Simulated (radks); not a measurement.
A nucleus of charge 62.2 with 62 electrons, configuration [Xe] 4f6 6s2. All-electron calculation, Dirac Kohn-Sham, BLYP, spin-unpolarised, spherical densities, point nucleus; open shells are shared between the two j in proportion to 2j + 1. Program: a radial shooting solver on a logarithmic mesh with Libxc functionals.

Unscreened Slater integrals over Kohn-Sham orbitals (hartree). Large and small components are both included.

integral,value
"F0(4f7/2,4f7/2)",0.95755
"F2(4f7/2,4f7/2)",0.43828
"F4(4f7/2,4f7/2)",0.27190
"F6(4f7/2,4f7/2)",0.19477
"F0(4f7/2,6s1/2)",0.28493
"G3(4f7/2,6s1/2)",0.011552
"F0(4f7/2,4f5/2)",0.96529
"F2(4f7/2,4f5/2)",0.44236
"F4(4f7/2,4f5/2)",0.27453
"G2(4f7/2,4f5/2)",0.44154
"G4(4f7/2,4f5/2)",0.27405
"G6(4f7/2,4f5/2)",0.19634
"F0(4f7/2,5p3/2)",0.63427
"F2(4f7/2,5p3/2)",0.22557
"G2(4f7/2,5p3/2)",0.12951
"G4(4f7/2,5p3/2)",0.097028
"F0(6s1/2,6s1/2)",0.21889
"F0(6s1/2,4f5/2)",0.28525
"G3(6s1/2,4f5/2)",0.011134
"F0(6s1/2,5p3/2)",0.27387
"G1(6s1/2,5p3/2)",0.021263
"F0(4f5/2,4f5/2)",0.97317
"F2(4f5/2,4f5/2)",0.44657
"F4(4f5/2,4f5/2)",0.27725
"F0(4f5/2,5p3/2)",0.63677
"F2(4f5/2,5p3/2)",0.22441
"G2(4f5/2,5p3/2)",0.12702
"G4(4f5/2,5p3/2)",0.095490
"F0(5p3/2,5p3/2)",0.53720
"F2(5p3/2,5p3/2)",0.28789
